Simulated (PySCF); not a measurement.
Values are calculated unless marked as measured or tabulated.
# Si3H7NCl

The system: Si3H7NCl, a small molecule (built as: Si site whose three back bonds go to SiH3, SiH3, Cl; end group NH); neutral, doublet. The structure, one conformer, was relaxed in the gas phase by PBE0-D3(BJ)/def2-SVP. No frequency run checks that it is a minimum.

SMILES: [NH][Si]([SiH3])([SiH3])Cl

```xyz
12

Si   -0.367    0.148   -0.506
Si   -0.951   -1.671    0.862
Si    1.438    1.412    0.312
Cl   -2.035    1.420   -0.569
N     0.171   -0.522   -1.999
H     0.223   -2.580    1.025
H    -2.090   -2.408    0.239
H    -1.366   -1.143    2.197
H     1.738    2.516   -0.648
H     2.634    0.533    0.474
H     1.055    1.989    1.636
H    -0.330   -0.280   -2.860
```
Atom numbers follow the order of the file, from 1.

EPR values by unrestricted B3LYP, IGLO-III on Cl N Si, pcH-1 on H.

(1) Predict g and the largest hyperfine couplings. Where does the spin sit?

(2) How do the isotropic couplings move with BHandHLYP?

## Answers

(1) g = 2.0022, 2.0037, 2.0098. The spin sits on N5 (88 %, bonded to 1 Si + 1 H) by Mulliken populations.
| atom | isotope | isotropic (MHz) | dipolar, principal values (MHz) |
| --- | --- | --- | --- |
| Si3 | 29Si | -78.9 | -21.6, 10.4, 11.2 |
| Si2 | 29Si | -78.1 | -21.5, 10.4, 11.1 |
| N5 | 14N | 25.5 | -37.4, -36.1, 73.5 |
| H12 | 1H | -51.4 | -45.8, -7.5, 53.3 |
| Si1 | 29Si | 67.8 | -2.9, 1.2, 1.7 |
| H11 | 1H | 23.3 | -1.8, -0.4, 2.2 |

(2) Si3 -78.9 to -68.7 MHz, Si2 -78.1 to -67.9 MHz, N5 25.5 to 35.8 MHz, H12 -51.4 to -63.9 MHz.
